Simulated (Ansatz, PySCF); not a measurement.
This PySCF input computes a B3LYP/def2-TZVPD energy:

```python
from pyscf import gto, scf, dft

mol = gto.M(
    atom='''
    C     1.78840634   -0.24583356   -0.45933702
    C     0.68480763   -0.26612590    0.29980471
    C    -0.53874616    0.41479298   -0.22568568
    O    -1.71505381   -0.01282462    0.51458474
    H     1.85992656    0.23012145   -1.45842258
    H     2.72449023   -0.71108613   -0.13973437
    H    -0.74419510    0.20963982   -1.29238547
    H    -0.44992986    1.50808151   -0.11222288
    H    -1.27666818   -0.55116092    1.19739522
    ''',
    basis='def2-tzvpd',
    charge=-1,
    spin=0,
    verbose=4,
)

mf = dft.RKS(mol, xc='b3lyp').density_fit(auxbasis='def2-universal-jkfit')
mf.grids.level = 3
mf.conv_tol = 1e-9
mf.max_cycle = 100
mf.max_memory = 1500
mf.kernel()
if not mf.converged:
    mf = mf.newton()
    mf.kernel(mf.make_rdm1())
mf.analyze()
```

Task: Write an input for the same energy in Ansatz (an electronic-structure program) and say what it gives.

Result: 
Ansatz 0.2 input:
```yaml
crystal:
  periodic: [false, false, false]
  atoms:
    - {symbol: C, position_ang: [1.78840634, -0.24583356, -0.45933702]}
    - {symbol: C, position_ang: [0.68480763, -0.26612590, 0.29980471]}
    - {symbol: C, position_ang: [-0.53874616, 0.41479298, -0.22568568]}
    - {symbol: O, position_ang: [-1.71505381, -0.01282462, 0.51458474]}
    - {symbol: H, position_ang: [1.85992656, 0.23012145, -1.45842258]}
    - {symbol: H, position_ang: [2.72449023, -0.71108613, -0.13973437]}
    - {symbol: H, position_ang: [-0.74419510, 0.20963982, -1.29238547]}
    - {symbol: H, position_ang: [-0.44992986, 1.50808151, -0.11222288]}
    - {symbol: H, position_ang: [-1.27666818, -0.55116092, 1.19739522]}
basis:
  gaussian:
    orbitals: def2-TZVPD
hamiltonian:
  xc: {name: B3LYP}
total_charge: -1
output: {forces: true}
```
It gives -192.56443 Eh, and PySCF -192.56450 Eh, a difference of 0.07 mEh, from the treatment of integrals and grids.

It need not be the lowest isomer of its formula. Whether it binds its extra electron was not tested at this geometry.
